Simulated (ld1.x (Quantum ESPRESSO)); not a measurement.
Values are calculated unless marked as measured or tabulated.
Pseudopotentials across the periodic table

Generated with ld1.x 7.5 (TM, RRKJ, ultrasoft, PAW), atompaw 4.2 or ONCVPSP 4.0.1. The cutoff is in Ry: for ld1.x and atompaw files where the sum of valence levels is converged to 10 mRy in a Bessel basis, for ONCV files where the hardest occupied wave has 1 mHa per electron of residual kinetic energy. The error is the largest all-electron minus pseudo excitation energy over each file’s own four to seven test configurations (ionisations up to +4, promotions, holes and added fractions of an electron), all of which were solved. The labels leave out finer settings (local radius, basis sizes, second energies), which also bear on the numbers. Spin-polarised tests are not counted. The rows are a selection from randomly drawn settings: files with unsolved tests, undetermined cutoffs or missed reference levels are left out.

```tsv
element	potential	cutoff (Ry)	largest error (meV)	bound ghosts
Al	ultrasoft, PBEsol, scalar-relativistic, rc 2.10/2.00 (sp), local smoothed, core correction no, reference 3s1 3p2	6	+26	none
Pd	RRKJ, revPBE, fully relativistic, rc 2.00/3.95/1.90 (spd), local s, core correction yes, reference 4d10 5s0 5p0	45	-2541	none
Pd	TM, PBEsol, scalar-relativistic, rc 1.80/2.35/1.95/2.25 (spdf), local p, core correction yes, reference 4d7 5s0 5p0	50	-1616	none
Sn	RRKJ, revPBE, fully relativistic, rc 2.05/2.05 (sp), local s, core correction yes, reference 5s2 5p0	21	-121	none
```

(1) Fill in the row for Al: RRKJ, PBE, scalar-relativistic, rc 2.10/1.90 (sp), local smoothed, core correction no, reference 3s1.75 3p1.25.

(2) Fill in the row for Be: RRKJ, LDA (PZ), non-relativistic, rc 1.70/2.65/2.70 (spd), local p, core correction no, reference 2s2 2p0.

(3) Fill in the row for Cu: TM, PW91, scalar-relativistic, rc 2.30/3.55/1.45/2.95 (spdf), local smoothed, core correction yes, reference 3d10 4s0.75 4p0.

Answers

(1) cutoff 10 Ry, largest error +28 meV, bound ghosts: none.

(2) cutoff 15 Ry, largest error +19 meV, bound ghosts: none.

(3) cutoff 140 Ry, largest error -784 meV, bound ghosts: none.
